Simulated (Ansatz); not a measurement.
Breaking a bond: GeB (cation, charge +1), lowest triplet found (which spin is the ground state isn't settled by this scan).

Methods: ROCCSDT(Q) = CCSDT(Q)/B on ROHF/aug-cc-pVDZ, cores with 3d frozen (Ansatz, a quantum-chemistry and plane-wave program); ROCCSD(T) = CCSD(T) on ROHF/aug-cc-pVDZ, cores with 3d frozen run with Ansatz; FCI = Ansatz with full CI/aug-cc-pVDZ, cores with 3d frozen.

Energies relative to the lowest point of each curve between 2.07 and 2.55 Å, where full CI is lowest, in mEh:

```json
[
 {"R / Å": "2.22", "ROCCSDT(Q)": "0.0", "ROCCSD(T)": "0.0"},
 {"R / Å": "2.29", "ROCCSDT(Q)": "0.1", "ROCCSD(T)": "0.1"},
 {"R / Å": "2.44", "ROCCSDT(Q)": "2.8", "ROCCSD(T)": "3.0"},
 {"R / Å": "2.55", "ROCCSDT(Q)": "5.9", "ROCCSD(T)": "6.2"},
 {"R / Å": "2.78", "ROCCSDT(Q)": "13.6", "ROCCSD(T)": "13.8"},
 {"R / Å": "3.00", "ROCCSDT(Q)": "21.1", "ROCCSD(T)": "21.1"},
 {"R / Å": "3.59", "ROCCSDT(Q)": "38.9", "ROCCSD(T)": "38.6"},
 {"R / Å": "4.02", "ROCCSDT(Q)": "49.4", "ROCCSD(T)": "49.0"},
 {"R / Å": "4.48", "ROCCSDT(Q)": "58.3", "ROCCSD(T)": "57.8"},
 {"R / Å": "5.07", "ROCCSDT(Q)": "66.1", "ROCCSD(T)": "65.4"},
 {"R / Å": "5.98", "ROCCSDT(Q)": "71.8", "ROCCSD(T)": "70.7"},
 {"R / Å": "6.92", "ROCCSDT(Q)": "73.6", "ROCCSD(T)": "72.4"}
]
```

Problem. Estimate the FCI values at these points.

Solution. 2.22: 0.0; 2.29: 0.1; 2.44: 2.8; 2.55: 6.0; 2.78: 13.7; 3.00: 21.1; 3.59: 38.9; 4.02: 49.5; 4.48: 58.3; 5.07: 66.1; 5.98: 71.8; 6.92: 73.7 (mEh).

The scan ran from 1.47 to 6.92 Å; beyond the distances shown full CI changes its symmetry label. The T1 diagnostic of CCSD on the restricted reference of ROCCSDT(Q), ROCCSD(T) exceeds 0.045 at 2.07 to 3.00, 4.02 to 5.07 Å.
